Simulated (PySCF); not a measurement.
Species: `C=C[Si@H](Cl)[SiH2]C(C)(C)C`. The columns A, B, C and D hold Mulliken, IAO, Hirshfeld and ESP-fitted charges (e) of one PBE0/pcSseg-1 density (PySCF), in a shuffled order. Coordinates in Å (GFN2-xTB); the density's dipole moment is (-0.08, 1.30, 1.67) D.

```csv
atom,x,y,z,A,B,C,D
C1,3.258,0.894,0.264,-0.150,-0.276,-0.075,-0.418
C2,2.680,0.401,-0.821,-0.494,-0.419,-0.136,-0.138
Si3,1.805,-1.273,-0.880,+0.569,+0.649,+0.277,+0.174
Cl4,1.292,-1.558,-2.836,-0.333,-0.321,-0.125,-0.188
Si5,-0.021,-1.423,0.549,+0.356,+0.415,+0.237,+0.204
C6,-1.260,0.037,0.350,-0.770,-0.175,-0.049,+0.490
C7,-2.420,-0.125,1.332,-0.162,-0.412,-0.118,-0.560
C8,-1.815,0.061,-1.075,-0.174,-0.413,-0.122,-0.511
C9,-0.558,1.366,0.631,-0.175,-0.411,-0.124,-0.469
H10,3.265,0.350,1.195,+0.118,+0.143,+0.048,+0.197
H11,3.747,1.856,0.278,+0.126,+0.155,+0.053,+0.183
H12,2.701,0.997,-1.728,+0.142,+0.160,+0.043,+0.139
H13,2.819,-2.303,-0.616,-0.024,-0.108,-0.079,-0.022
H14,-0.780,-2.672,0.375,-0.035,-0.098,-0.074,-0.085
H15,0.446,-1.421,1.946,-0.048,-0.105,-0.078,-0.089
H16,-3.122,0.703,1.233,+0.110,+0.136,+0.040,+0.143
H17,-2.058,-0.142,2.358,+0.115,+0.136,+0.038,+0.125
H18,-2.960,-1.050,1.146,+0.117,+0.137,+0.039,+0.132
H19,-1.019,0.201,-1.804,+0.128,+0.135,+0.027,+0.115
H20,-2.528,0.877,-1.192,+0.109,+0.134,+0.039,+0.130
H21,-2.329,-0.870,-1.307,+0.119,+0.137,+0.038,+0.117
H22,0.256,1.537,-0.070,+0.134,+0.136,+0.028,+0.113
H23,-0.149,1.382,1.639,+0.114,+0.133,+0.035,+0.105
H24,-1.262,2.194,0.540,+0.108,+0.134,+0.038,+0.113
```

Question: Which column most likely holds the ESP-fitted charges?

Answer: D. Σ q r misses the density's dipole by 0.07 D (D), 1.41 D (C), 1.89 D (B), 2.50 D (A). Charges fitted to the outside potential are the only set here that is tied to the molecule's multipoles.

Question: And the Hirshfeld charges?

Answer: C. The mean sizes are 0.082 e (C), 0.197 e (A), 0.207 e (D), 0.228 e (B), and Hirshfeld charges are commonly the smallest of these schemes.

As computed, A = Mulliken, B = IAO, C = Hirshfeld, D = ESP-fitted. Hydrogens on carbon: Mulliken +0.11 to +0.14, IAO +0.13 to +0.16, Hirshfeld +0.03 to +0.05, ESP-fitted +0.11 to +0.20 e.

The Mulliken scheme counts on each atom the diagonal of the density matrix times the overlap matrix over that atom's basis functions. The ESP scheme fits charges at the nuclei, held to the total charge, to the electrostatic potential on points at 1.4 to 2.0 times the van der Waals radii.

Geometry: GFN2-xTB, one conformer, isolated molecule.

These values come from a run that also computed NMR shieldings. On one thread, Arm Neoverse N1 (aarch64) (shared host), this took 2.0 min wall and 1.1 GiB of memory at its peak.

The values belong to the conformer `[CH2:1]=[CH:2][Si@H:3]([Cl:4])[SiH2:5][C:6]([CH3:7])([CH3:8])[CH3:9]`: C1–C2–Si3–Cl4 -175°, C2–Si3–Si5–C6 51°, Si3–Si5–C6–C7 -179°.
